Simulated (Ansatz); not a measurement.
`[OH][Ga]([F])[CH2]Br` → `[CH2]` (triplet) + `[OH][Ga]([F])[Br]`  (formal loss of a carbene)

Gas-phase electronic energies from Ansatz, PBE0-D4/def2-TZVP geometries. CCSD(T)/CBS adds triple-zeta CCSD(T) − MP2 to the extrapolated MP2 energy (def2 sets, frozen cores). This one scheme is used for every species. DFT in def2-TZVPP. HSE06 is defined as in plane-wave codes. Triplets are unrestricted, without spin–orbit coupling. For Br, Ga outer-core shells are correlated without core-valence functions, which leaves a few kJ/mol of doubt a bond. Scalar relativity is left out up to krypton. Each species was taken in one conformer, which may not be the lowest.

Q: Is it downhill or uphill in electronic energy at CCSD(T)/CBS, and by how much? (Best estimate.)

A: The calculation gave: Uphill: ΔE = +70.7 kcal/mol.

Q: What do these levels give: revPBE-D4, r2SCAN-D4, B97M-V, r2SCANh-D4, HSE06-D4, BHLYP-D4, ωB97X-V, B2PLYP, r2SCANh, HF/def2-SVP, MP2/def2-SVP, MP2/def2-QZVPP? (Best estimate.)

A: Computed: revPBE-D4 69.5, r2SCAN-D4 63.3, B97M-V 68.1, r2SCANh-D4 62.4, HSE06-D4 68.6, BHLYP-D4 63.2, ωB97X-V 71.8, B2PLYP 66.9, r2SCANh 62.0, HF/def2-SVP 29.2, MP2/def2-SVP 62.7, MP2/def2-QZVPP 71.8 kcal/mol.

Q: What do rigid-rotor, harmonic-oscillator terms from PBE0-D4/def2-TZVP frequencies (298.15 K, 1 bar) make of the CCSD(T)/CBS value? (Estimate.)

A: The calculation gave: ΔZPE = -5.7 kcal/mol, ΔH = +66.3 kcal/mol, ΔS = 152 J/(mol·K), ΔG = +55.5 kcal/mol. Open shells count their whole term as degenerate. Modes under 50 cm⁻¹ make the entropy rough.

Largest T1 diagnostic among the species: 0.012.

At CCSD(T), def2-SVP lies −9.5 kcal/mol from the extrapolated value and def2-TZVPP −3.7 kcal/mol. In def2-TZVPP, CCSD(T) changes the Hartree–Fock value by +38.0 kcal/mol (the triples alone add +3.3 kcal/mol) and MP2 by +40.7 kcal/mol. The D4 term adds +2.7 kcal/mol with B3LYP and +1.4 kcal/mol with PBE0; it sums over pairs of atoms, weighted by their polarisabilities, and B3LYP, whose exchange is more repulsive, gets the larger term.

B3LYP here is the variant with VWN-RPA as its local correlation; programs differ in this.
